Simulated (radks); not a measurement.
Results of a calculation; reference values are marked as such.
Task: The mean radii <r> (bohr) of the occupied orbitals of an atom or ion are listed with their occupations. Code: a radial shooting solver on a logarithmic mesh with Libxc functionals. Model: scalar-relativistic Kohn-Sham, PBE, spin-polarised, spherical densities, finite nucleus; Fermi nuclear charge, rms radius of each element as measured or else 0.836 A^(1/3) + 0.57 fm.

| orbital | occ. | <r> |
|---|---|---|
| 1s up | 1 | 0.01744 |
| 1s down | 1 | 0.01744 |
| 2s up | 1 | 0.07362 |
| 2s down | 1 | 0.07362 |
| 2p up | 3 | 0.06624 |
| 2p down | 3 | 0.06624 |
| 3s up | 1 | 0.1905 |
| 3s down | 1 | 0.1905 |
| 3p up | 3 | 0.1913 |
| 3p down | 3 | 0.1913 |
| 3d up | 5 | 0.1733 |
| 3d down | 5 | 0.1733 |
| 4s up | 1 | 0.4233 |
| 4s down | 1 | 0.4234 |
| 4p up | 3 | 0.4505 |
| 4p down | 3 | 0.4504 |
| 4d up | 5 | 0.4783 |
| 4d down | 5 | 0.4781 |
| 5s up | 1 | 0.9664 |
| 5s down | 1 | 0.9611 |
| 4f up | 7 | 0.5333 |
| 4f down | 7 | 0.5309 |
| 5p up | 3 | 1.099 |
| 5p down | 3 | 1.093 |
| 5d up | 3 | 1.400 |
| 6p up | 1 | 2.449 |

Name the element and its charge. Open shells, if any, are filled with parallel spins first.

Result: Z = 77, iridium, charge +5: Ir5+ in [Xe] 4f14 5d3 6p1. The 1s radius gives Z: for a bare nucleus <r> = (2 gamma + 1)/(2Z) with gamma = sqrt(1 - (Z/c)^2), 0.01724 bohr for Z = 77, and screening makes it slightly larger (0.01744 here). The occupations add up to 72, and the charge is Z minus that.
